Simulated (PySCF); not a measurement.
Compound: C6H13PS.
Numbering: `[CH2:1]=[CH:2][P@@:3]([CH3:4])(=[S:5])[CH:6]([CH3:7])[CH3:8]` (hydrogens: H9, H10 on C1; H11 on C2; H12, H13, H14 on C4; H15 on C6; H16, H17, H18 on C7; H19, H20, H21 on C8)

Geometry (PBE0-D3(BJ)/def2-SVP, Å), atoms numbered from 1 in this order:
```xyz
21
C6H13PS angstrom
C      2.595   -1.074   -0.866
C      1.880   -0.502    0.102
P      0.421    0.509   -0.276
C      0.760    2.079    0.585
S      0.040    0.708   -2.184
C     -0.940   -0.292    0.689
C     -1.169   -1.705    0.167
C     -2.206    0.554    0.617
H      2.300   -0.934   -1.913
H      3.477   -1.684   -0.648
H      2.147   -0.621    1.160
H      0.942    1.918    1.658
H     -0.095    2.755    0.444
H      1.646    2.533    0.119
H     -0.575   -0.332    1.732
H     -0.269   -2.330    0.260
H     -1.984   -2.191    0.726
H     -1.447   -1.672   -0.898
H     -2.499    0.707   -0.433
H     -2.077    1.542    1.084
H     -3.032    0.045    1.138
```

The calculation used PBE0-D3(BJ)/def2-SVP geometry optimisation, gas phase (PySCF 2.14.0).

Masses are those of the commonest isotopes; rigid-rotor values at the optimised geometry. The values belong to one conformer with, in the numbering `[CH2:1]=[CH:2][P@@:3]([CH3:4])(=[S:5])[CH:6]([CH3:7])[CH3:8]`, C1–C2–P3–C4 -126°, C2–P3–C6–C7 -64°.

Question: What are A, B and C (cm⁻¹)?

Answer: Ia = 314.87, Ib = 430.91, Ic = 466.81 u·Å²; 505379 MHz·u·Å²/I gives 1605, 1173 and 1083 MHz, that is A = 0.05354, B = 0.03912, C = 0.03611 cm⁻¹.

Question: Classify the top.

Answer: An asymmetric top; Ray's κ = -0.655.

Question: What does the inertial defect say?

Answer: Not planar: Δ = Ic − Ia − Ib = -278.96 u·Å². For a rigid frame Δ = −2 Σ m c², so Σ m c² = 139.48 u·Å² lies off the ab plane: 28.31 from hydrogen and 111.17 from heavier atoms. The atom farthest from that plane is 2.78 Å away.

Question: Give the other two planar moments, Paa and Pbb, and the rms extents of the mass along the axes.

Answer: Paa = Σ m a² = (Ib + Ic − Ia)/2 = 291.43 and Pbb = Σ m b² = (Ia + Ic − Ib)/2 = 175.39 u·Å². With the mass M = 148.05 u, the rms extents √(P/M) along a, b and c are 1.40, 1.09, 0.97 Å.

Question: Predict some low-J microwave lines.

Answer: The dipole components are |μa| = 0.77 D, |μb| = 2.76 D, |μc| = 3.27 D. The squared components, which scale the intensities, stand as 0.06 : 0.72 : 1.00 (a : b : c). Some lines, for components of 0.1 D or more:

```
type  branch         J(Ka,Kc)   MHz  lower level (cm⁻¹)
   c       Q  3(2,2) ← 3(1,2)  1170               0.476
   b       Q  3(3,0) ← 3(2,1)  2333               0.517
   b       Q  3(3,1) ← 3(2,2)  2394               0.515
   b       R  2(0,2) ← 1(1,1)  4066               0.090
   a       R  2(1,1) ← 1(1,0)  4601               0.093
   c       R  2(2,0) ← 1(1,0)  5910               0.093
   c       R  2(2,1) ← 1(1,1)  5988               0.090
   a       R  3(1,3) ← 2(1,2)  6624               0.237
   b       R  3(1,3) ← 2(0,2)  6978               0.225
   c       R  3(1,2) ← 2(0,2)  7518               0.225
   b       R  3(2,2) ← 2(1,1)  8063               0.246
   b       R  3(2,1) ← 2(1,2)  8396               0.237
   b       R  3(3,0) ← 2(2,1)  9162               0.289
```

Question: Estimate the classical rotational partition function at 25 K, 50 K and 200 K.

Answer: Point group C1, symmetry number σ = 1; q = (√π/σ)·√((kT/h)³/(ABC)), k/h = 20836.6 MHz/K: 14800 at 25 K, 41800 at 50 K, 334000 at 200 K.

Stationary, but not proved a minimum. These are rigid-rotor constants of the computed structure; measured ground-state constants (B0) also hold zero-point vibration. A rigid rotor knows nothing of internal rotation, which can split or shift real lines.
